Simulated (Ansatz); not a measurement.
`F[SiH2][SiH3]` + `[NH2][AlH][Cl]` → `[SiH3][NH][AlH][Cl]` + `F[SiH3]` at 400 K and 1 bar (cleavage of the Si–Si bond).

Isolated molecules relaxed with PBE0-D4/def2-TZVP in Ansatz; ΔE leaves out vibrations. CCSD(T)/CBS adds triple-zeta CCSD(T) − MP2 to the extrapolated MP2 energy (def2 sets, frozen cores). This one scheme is used for every species. Each species was taken in one conformer, which may not be the lowest.

```json
{"species": "`F[SiH2][SiH3]`", "CCSD(T)/CBS energy (Eh)": "-681.00067", "H − E (kJ/mol)": "143.3", "S (J/(mol·K))": "339.5"}
{"species": "`[NH2][AlH][Cl]`", "CCSD(T)/CBS energy (Eh)": "-758.40905", "H − E (kJ/mol)": "113.0", "S (J/(mol·K))": "317.2"}
{"species": "`[SiH3][NH][AlH][Cl]`", "CCSD(T)/CBS energy (Eh)": "-1048.70845", "H − E (kJ/mol)": "163.4", "S (J/(mol·K))": "385.6"}
{"species": "`F[SiH3]`", "CCSD(T)/CBS energy (Eh)": "-390.72345", "H − E (kJ/mol)": "88.0", "S (J/(mol·K))": "253.8"}
```

H − E and S are ideal-gas, rigid-rotor, harmonic terms from PBE0-D4/def2-TZVP, for one conformer and one mirror image of each species. 1 Eh = 2625.50 kJ/mol, R = 8.31446 J/(mol·K).

By hand: ΔE, ΔH, ΔS and ΔG.

ΔE = (-1048.70845) + (-390.72345) − (-681.00067) − (-758.40905) = -0.02218 Eh = -58.2 kJ/mol. Δ(H − E) = 163.4 + 88.0 − 143.3 − 113.0 = -4.9, so ΔH = -63.1 kJ/mol. ΔS = 385.6 + 253.8 − 339.5 − 317.2 = -17.3 J/(mol·K). ΔG = -63.1 − 400 × (-17.3)/1000 = -56.2 kJ/mol.

By hand: the equilibrium constant, and the temperature at which ΔG would vanish if ΔH and ΔS stayed fixed.

log₁₀ K = −ΔG/(RT ln 10) = 7.3. ΔG = 0 at ΔH/ΔS = 3647 K, far beyond where these terms or the molecules hold.

ΔH outweighs TΔS. A doubt of 5 kJ/mol in ΔE shifts log₁₀ K by 0.7 here. Other conformers and mirror images would add mixing entropy, several J/(mol·K) or more a flexible species. Modes under 60 cm⁻¹, often nearly free rotors, make the harmonic entropy too high. These are equilibria of isolated gas molecules and say nothing of rates. Largest T1 diagnostic: 0.012 (customary marks: 0.02 for closed shells, 0.045 for open ones).
